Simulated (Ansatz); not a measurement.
System: TaH$_{5}$, net charge 1, doublet state. The spin state was set by rule; other spins were not relaxed. 
Coordinates optimised at B3LYP-D3(BJ)/def2-TZVP (Ansatz, a quantum-chemistry and plane-wave program):
```
Ta
H 1 1.7341
H 1 1.7451 2 106.36
H 1 1.7451 2 106.36 3 121.53
H 2 1.8458 1 68.26 3 119.24
H 5 0.8031 2 132.73 1 0.00
```
Charge +1, spin multiplicity 2.

Total electronic energies in hartree. Valence correlation only, unless marked. UHF or UKS for open shells. Spin-orbit coupling is left out. The frozen core is the preceding noble-gas configuration, with the filled d and f shells of earlier blocks. Past Kr the def2 sets carry scalar-relativistic core potentials. Basis-set limits of correlation are two-point, X^-3; Hartree-Fock from the larger set.

```csv
level,program,energy (Eh)
BHLYP-D3(BJ)/def2-TZVPD,Ansatz + dftd3,-59.47139
HSE06-D4/def2-TZVPD,Ansatz + dftd4,-59.56625
B2GP-PLYP-D3(BJ)/def2-TZVPD,Ansatz + dftd3,-59.33718
RI-MP2/def2-QZVPPD,Ansatz,-59.09307
"RI-MP2/CBS(def2-TZVPPD,def2-QZVPPD)",Ansatz,-59.0988
CCSD/def2-SVPD,Ansatz,-59.06841
CCSD(T)/def2-QZVPP,Ansatz,-59.12869
CCSDT/def2-SVP,Ansatz,-59.06138
"CCSD(T)/CBS(def2-TZVPP,def2-QZVPP)",Ansatz,-59.1334
```

Totals of different functionals don't rank their quality; only differences between species are comparable.
